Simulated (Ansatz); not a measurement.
Geometry optimisation, Ansatz 0.2.0, UKS PBE0-D4/def2-SVPD.

input.yaml

```yaml
crystal:
  periodic: [false, false, false]
  atoms:
    - { symbol: Al, position_ang: [0.05181, -0.1096, -0.088286] }
    - { symbol: H, position_ang: [0.106247, -0.151694, 1.476134] }
    - { symbol: F, position_ang: [1.44045, 0.222309, -0.947569] }
    - { symbol: O, position_ang: [-1.380207, -0.358755, -0.955422] }
    - { symbol: H, position_ang: [-2.262964, -0.5234, -0.630373] }
    - { symbol: Cl, position_ang: [-0.084536, 0.074441, 4.019015] }
magnetization:
  spin_polarized: true
  initial_magnetization: 1
basis:
  gaussian: { orbitals: def2-SVPD }
hamiltonian:
  xc: pbe0
  dispersion: d4
relax:
  f_tol: 0.03
  max_steps: 50
```

Run as:

```bash
$ ansatz run input.yaml --threads 4 --pin off --max-ram 5120MiB --backend cpu --events-out ev --progress --plain --runs-dir out
```

Where does it end, and by what steps?

The forces met the threshold. The force dipped under the threshold on the way, but the program's further checks kept it going. After 22 steps the energy has fallen by 0.817 eV; H2 moved furthest, 0.76 Å. Parted: Al1–H2 (1.57 → 2.47 Å). Joined: H2–Cl6 (2.56 → 1.32 Å).

```csv
step,energy less start (eV),largest force component (eV/Å),accepted
0,0.0000,0.490,yes
1,-0.0382,0.463,yes
2,-0.1390,0.585,yes
3,-0.2769,0.864,yes
4,-0.4245,1.402,yes
5,-0.4781,1.660,yes
6,-0.6110,0.884,yes
7,-0.6831,1.307,yes
8,-0.7722,0.320,yes
9,-0.7962,0.110,yes
10,-0.7915,0.333,no
11,-0.8091,0.148,yes
12,-0.8118,0.134,yes
13,-0.8065,0.501,no
14,-0.8149,0.027,yes
15,-0.8154,0.052,yes
16,-0.8154,0.081,no
17,-0.8158,0.021,yes
18,-0.8162,0.031,yes
19,-0.8166,0.054,yes
20,-0.8168,0.073,yes
21,-0.8169,0.047,yes
22,-0.8169,0.029,yes
```

```xyz
6
Properties=species:S:1:pos:R:3
Al 0.155 -0.056 -0.241
H 0.091 -0.027 2.223
F 1.469 0.185 -1.246
O -1.380 -0.364 -0.921
H -2.190 -0.511 -0.430
Cl -0.274 -0.075 3.489
```

Whether the end is a true minimum wasn't checked by a vibrational analysis.

Run time: 52 s on 4 threads of Arm Neoverse V1 (shared host), peak memory 0.34 GiB.
